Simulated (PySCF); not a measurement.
**Spinor energies of V⁺ (vanadium, charge +1)**

Start: [Ar] 3d3 4s1; 3d5/2 filled at m_j = +1/2, +3/2, +5/2; 4s1/2 filled at m_j = +1/2. Calculated with PySCF 2.14 in x2c-SVPall-2c with one added diffuse shell each of s, d type (6s5p4d1f, 48 functions): generalised Hartree-Fock with the X2C-1e Hamiltonian and a Gaussian nucleus; one run each with spin-orbit coupling (SO) switched off, then screened by Boettger's factors. This is a chosen level, not necessarily the ground level.

```json
{"spinor shell": "1s1/2", "electrons": "2", "ε, spin-free (eV)": "-5526.5", "ε, screened SO (eV)": "-5526.5", "weight of nominal j (screened SO)": "1.000", "rms radius, screened SO (bohr)": "0.0768"}
{"spinor shell": "2s1/2", "electrons": "2", "ε, spin-free (eV)": "-664.77", "ε, screened SO (eV)": "-664.78", "weight of nominal j (screened SO)": "1.000", "rms radius, screened SO (bohr)": "0.333"}
{"spinor shell": "2p1/2", "electrons": "2", "ε, spin-free (eV)": "-553.63", "ε, screened SO (eV)": "-558.40", "weight of nominal j (screened SO)": "0.993", "rms radius, screened SO (bohr)": "0.301"}
{"spinor shell": "2p3/2", "electrons": "4", "ε, spin-free (eV)": "-553.63", "ε, screened SO (eV)": "-551.30", "weight of nominal j (screened SO)": "0.996", "rms radius, screened SO (bohr)": "0.304"}
{"spinor shell": "3s1/2", "electrons": "2", "ε, spin-free (eV)": "-95.318", "ε, screened SO (eV)": "-95.327", "weight of nominal j (screened SO)": "1.000", "rms radius, screened SO (bohr)": "1.02"}
{"spinor shell": "3p3/2", "electrons": "4", "ε, spin-free (eV)": "-62.727", "ε, screened SO (eV)": "-63.259", "weight of nominal j (screened SO)": "0.835", "rms radius, screened SO (bohr)": "1.11"}
{"spinor shell": "3p1/2", "electrons": "2", "ε, spin-free (eV)": "-62.727", "ε, screened SO (eV)": "-61.691", "weight of nominal j (screened SO)": "0.670", "rms radius, screened SO (bohr)": "1.11"}
{"spinor shell": "3d5/2", "electrons": "3", "ε, spin-free (eV)": "-21.367", "ε, screened SO (eV)": "-21.359", "weight of nominal j (screened SO)": "0.793", "rms radius, screened SO (bohr)": "1.49"}
{"spinor shell": "4s1/2", "electrons": "1", "ε, spin-free (eV)": "-13.663", "ε, screened SO (eV)": "-13.665", "weight of nominal j (screened SO)": "1.000", "rms radius, screened SO (bohr)": "3.39"}
```

```json
{"quantity": "E (hartree)", "spin-free": "-947.79213", "screened SO": "-947.79661"}
{"quantity": "M_J", "spin-free": "5", "screened SO": "5"}
{"quantity": "⟨J²⟩", "spin-free": "30.005", "screened SO": "30.005"}
{"quantity": "⟨L²⟩", "spin-free": "12.005", "screened SO": "12.008"}
{"quantity": "⟨S²⟩", "spin-free": "6.000", "screened SO": "5.999"}
```

Each row is a mean over spinors that exchange with the open shell spreads, by up to 10.020 eV (3p3/2).

Rows whose weight is well below 1 are mixtures of j = l ± 1/2: exchange outweighs spin-orbit coupling there, and the label is only the starting occupation.

Without spin-orbit coupling the j labels of p, d and f shells carry no meaning; the spin-free column gives the mean over the occupied spinors of each nl shell.
